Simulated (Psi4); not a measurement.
Torsional profile of SMILES c1c[se]c(-c2cc3sccc3s2)c1 (C10H6S2Se). Scanned: dihedral Se3–C4–C5–S12; all other coordinates were relaxed at GFN2-xTB. Points at φ and −φ are mirror images.

Geometry of the scan point at 80° (Å):
```
19

C     -3.8415     0.4364    -0.1274
C     -4.1332    -0.7013     0.5512
Se    -2.6162    -1.6550     1.0252
C     -1.6330    -0.2957     0.1654
C     -0.1847    -0.2864     0.1341
C      0.6529     0.4882     0.8820
C      2.0023     0.2682     0.5486
S      3.5158     0.8911     1.1027
C      4.3597    -0.1145    -0.0278
C      3.5436    -0.8861    -0.7895
C      2.1900    -0.6682    -0.4602
S      0.6798    -1.2930    -1.0176
C     -2.4614     0.6640    -0.3348
H     -4.5968     1.1162    -0.4839
H     -5.1124    -1.0596     0.8141
H      0.3120     1.1713     1.6381
H      5.4302    -0.0663    -0.0533
H      3.8842    -1.5717    -1.5429
H     -2.0854     1.5260    -0.8600
```

Method: Psi4 with PBE-D3(BJ)/def2-SVP // GFN2-xTB.

Scanned values (°): -160, -140, -120, -100, -80, -60, -40, -20, 0, 20, 40, 60, 80, 100, 120, 140, 160, 180.

Question: At which scan points does the profile have its minima and maxima, and how high do they lie?

Answer: Lower than their neighbours: -20° (2.5 kJ/mol), 20° (2.5 kJ/mol), 180° (0.0 kJ/mol). Higher than their neighbours: -80° (13.9 kJ/mol), 0° (3.4 kJ/mol), 80° (13.9 kJ/mol). The whole profile spans 13.9 kJ/mol.
